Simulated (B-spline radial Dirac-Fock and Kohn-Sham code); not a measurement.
# Two-hole binding energies of Pm

System: atomic promethium in the configuration [Xe] 4f4 5d1 6s2 (not the ground configuration).

Method: relaxed Dirac-Fock hole states (ΔSCF) with Breit and QED corrections and a finite nucleus. Computed with a radial B-spline solver. U is the two-hole binding energy less the two single-hole energies, the effective repulsion of the holes after relaxation. Each two-hole energy is an average over J within one jj subconfiguration.

| holes | E(a) (eV) | E(b) (eV) | E(ab) (eV) | U (eV) |
| --- | --- | --- | --- | --- |
| 1s⁻² | 45194.5 | 45194.5 | 91434.9 | 1045.9 |
| 1s⁻¹ 2p1/2⁻¹ | 45194.5 | 7025.9 | 52520.9 | 300.5 |
| 2p1/2⁻¹ 2p3/2⁻¹ | 7025.9 | 6472.4 | 13684.8 | 186.5 |
| 2p3/2⁻² | 6472.4 | 6472.4 | ? | ? |
| 2s⁻¹ 3p3/2⁻¹ | 7445.7 | 1374.1 | 8886.3 | 66.4 |
| 2p1/2⁻¹ 3s⁻¹ | 7025.9 | 1666.7 | 8760.1 | 67.5 |
| 2s⁻¹ 3d3/2⁻¹ | 7445.7 | 1066.2 | 8586.2 | 74.2 |
| 2p1/2⁻¹ 3p3/2⁻¹ | 7025.9 | 1374.1 | 8469.5 | 69.5 |
| 2p3/2⁻¹ 3d5/2⁻¹ | 6472.4 | 1042.4 | 7586.7 | 71.9 |
| 3p1/2⁻² | 1487.4 | 1487.4 | 3029.6 | 54.8 |
| 3p1/2⁻¹ 3p3/2⁻¹ | 1487.4 | 1374.1 | 2909.9 | 48.3 |
| 3p3/2⁻² | 1374.1 | 1374.1 | 2796.8 | 48.6 |
| 4d3/2⁻² | 142.7 | 142.7 | 305.3 | 19.8 |
| 5p1/2⁻² | 32.13 | 32.13 | 75.87 | 11.6 |

Task: Give the missing two-hole energy and U.

Result: E(ab) = 13128.2 eV and U = 183.4 eV.
